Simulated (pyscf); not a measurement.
## H₃C–B=O, singlet

Gas-phase minimum from PySCF at ωB97X-D3(BJ)/def2-SVP, one conformer. 

```xyz
6

C     -0.1867    -0.1130    -0.0086
B      1.0381     0.8206    -0.0853
O      1.9967     1.5507    -0.1449
H     -1.0944     0.4214    -0.3268
H     -0.0432    -0.9848    -0.6644
H     -0.3307    -0.4683     1.0228
```

Bonds (Å): C1–B2 1.542, C1–H4 1.100, C1–H5 1.100, C1–H6 1.100, B2–O3 1.206. Bond angles (°): B2–C1–H4 110.3, B2–C1–H5 110.3, B2–C1–H6 110.2, H4–C1–H5 108.7, H4–C1–H6 108.7, H5–C1–H6 108.7, C1–B2–O3 180.0.

Properties at ωB97X-D3(BJ)/def2-SVP:

```json
{
  "harmonic_wavenumbers_unscaled": "361, 361, 827, 908, 908, 1327, 1440, 1440, 2093, 3086, 3191, 3191 cm⁻¹",
  "zero_point_energy": "27.4 kcal/mol",
  "rotational_symmetry_number": "3",
  "Entropy of this conformer at 298 K and 1 atm, rigid rotor and harmonic oscillator, modes under 100 cm⁻¹ raised to 100": "245.6 J/(mol K)",
  "dipole_moment": "3.46 D"
}
```

Single-point totals, which compare only within one level (frozen core for MP2 and CC):

```tsv
level	total energy (hartree)
ωB97X-D3(BJ)/def2-TZVP	-140.15258
PBE/def2-TZVP	-139.92560
r²SCAN/def2-TZVP	-140.02149
B3LYP-D3(BJ)/def2-TZVP	-140.11730
PBE0-D3(BJ)/def2-TZVP	-139.93579
M06-2X/def2-TZVP	-140.04241
ωB97M-D3(BJ)/def2-TZVP	-140.14191
HF/def2-TZVPP	-139.28213
MP2/def2-TZVPP	-139.78244
CCSD/def2-TZVPP	-139.79710
CCSD(T)/def2-TZVPP	-139.81857
```

The CCSD(T) − MP2 part came from Ansatz, without density fitting, on the same reference.
